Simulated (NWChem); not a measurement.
Species: Mg cation, doublet

Results from NWChem. Spin-unrestricted. No stability test was run on the SCF state.

### Question
What does the run give for UHF/cc-pVTZ? Quantities: highest occupied level (eV); lowest empty minus highest occupied level, either spin (eV).

### Answer
```json
{
 "highest occupied level (eV)": "-14.74",
 "lowest empty minus highest occupied level, either spin (eV)": "8.33"
}
```
